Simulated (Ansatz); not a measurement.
Born–Oppenheimer molecular dynamics of BClFH$_{2}$N (6 atoms, charge 0, multiplicity 1). It starts from a relaxed structure.

All numbers below come from RKS PBE0/def2-SVP (Ansatz).

| Quantity | Value |
| --- | --- |
| ensemble | NVE (velocity Verlet) |
| time step | 0.25 fs |
| steps asked | 250 |
| starting velocities drawn for | 1500 K |
| seed | 350859 |

First frame:

```xyz
6
Properties=species:S:1:pos:R:3
B 0.021 -0.011 0.077
N 0.015 0.001 1.467
H -0.843 -0.072 1.997
H 0.858 0.083 2.018
Cl 1.532 0.119 -0.835
F -1.115 -0.120 -0.604
```

Question: What does the run give?

Answer: All steps were run.

```
steps done                                               : 250
time covered                                             : 62.5 fs
mean temperature over the second half                    : 739 K
spread of the potential energy over the second half      : 15.8 meV per atom
mean potential energy of the second half above the start : 65.6 meV per atom
```

The conserved energy stayed within 0.12 meV per atom of its start (net change 0.041 meV per atom), so the integration is sound. Over the second half the temperature averaged 0.49 of the 1500 K drawn at the start: a run that starts near a minimum puts about half its kinetic energy into the potential. A run of 0.062 ps of so small a system gives no equilibrium averages.

Question: What happens to the structure?

Answer: The same pairs are bonded in the first frame and the last. Pairs count as bonded within 1.25 times the sum of covalent radii (0.12 Å more for H–H). The details hang on the random start.

Question: How do temperature and energy run in time?

Answer: 
| time (fs) | T (K) | potential energy less start (eV) | conserved less start (meV/atom) |
| --- | --- | --- | --- |
| 0 | 1500 | 0.000 | 0.00 |
| 3 | 1037 | 0.240 | 0.08 |
| 6 | 672 | 0.428 | 0.06 |
| 9 | 589 | 0.471 | 0.03 |
| 12 | 372 | 0.584 | 0.09 |
| 15 | 438 | 0.550 | 0.04 |
| 18 | 719 | 0.404 | 0.04 |
| 21 | 828 | 0.348 | 0.07 |
| 24 | 894 | 0.313 | 0.03 |
| 27 | 952 | 0.284 | 0.07 |
| 30 | 1021 | 0.248 | 0.06 |
| 33 | 917 | 0.302 | 0.02 |
| 36 | 647 | 0.442 | 0.09 |
| 39 | 659 | 0.435 | 0.06 |
| 42 | 670 | 0.429 | 0.02 |
| 45 | 337 | 0.602 | 0.11 |
| 48 | 558 | 0.487 | 0.05 |
| 51 | 941 | 0.289 | 0.04 |
| 54 | 958 | 0.280 | 0.07 |
| 57 | 797 | 0.364 | 0.05 |
| 60 | 819 | 0.353 | 0.06 |

Run time: 8.3 min on 1 thread of Arm Neoverse V1, with other jobs on the host, peak memory 0.12 GiB.
